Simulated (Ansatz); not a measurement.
`[F][SnH]([F])[I]` + `O[SiH3]` → `[F][SnH]([F])[O][SiH3]` + HI at 700 K and 1 bar (ligand exchange at the Sn–I bond).

Computed with Ansatz on PBE0-D4/def2-TZVP structures; ΔE is electronic, products minus reactants. CCSD(T)/CBS is the MP2 limit (def2-TZVPP, def2-QZVPP) plus CCSD(T) − MP2 in def2-TZVPP, frozen cores. def2 core potentials past Kr. For I, Sn outer-core shells are correlated without core-valence functions, which leaves a few kJ/mol of doubt a bond. One conformer a species, not always the lowest.

| species | CCSD(T)/CBS energy (Eh) | H − E (kJ/mol) | S (J/(mol·K)) |
| --- | --- | --- | --- |
| `[F][SnH]([F])[I]` | -711.75729 | 85.2 | 430.3 |
| `O[SiH3]` | -366.69042 | 144.6 | 321.6 |
| `[F][SnH]([F])[O][SiH3]` | -780.38706 | 188.6 | 525.2 |
| HI | -298.03592 | 34.6 | 231.7 |

H − E and S are ideal-gas, rigid-rotor, harmonic terms from PBE0-D4/def2-TZVP, for one conformer and one mirror image of each species. 1 Eh = 2625.50 kJ/mol, R = 8.31446 J/(mol·K).

Q: By hand: ΔE, ΔH, ΔS and ΔG.

A: ΔE = (-780.38706) + (-298.03592) − (-711.75729) − (-366.69042) = 0.02473 Eh = 64.9 kJ/mol. Δ(H − E) = 188.6 + 34.6 − 85.2 − 144.6 = -6.6, so ΔH = 58.3 kJ/mol. ΔS = 525.2 + 231.7 − 430.3 − 321.6 = 5.0 J/(mol·K). ΔG = 58.3 − 700 × (5.0)/1000 = 54.8 kJ/mol.

Q: By hand: the equilibrium constant, and the temperature at which ΔG would vanish if ΔH and ΔS stayed fixed.

A: log₁₀ K = −ΔG/(RT ln 10) = -4.1. ΔG = 0 at ΔH/ΔS = 11660 K, far beyond where these terms or the molecules hold.

The number of gas molecules stays the same, so ΔS is small and ΔH decides. A doubt of 5 kJ/mol in ΔE shifts log₁₀ K by 0.4 here. Other conformers and mirror images would add mixing entropy, several J/(mol·K) or more a flexible species. Modes under 60 cm⁻¹, often nearly free rotors, make the harmonic entropy too high. These are equilibria of isolated gas molecules and say nothing of rates. Largest T1 diagnostic: 0.014 (customary marks: 0.02 for closed shells, 0.045 for open ones).
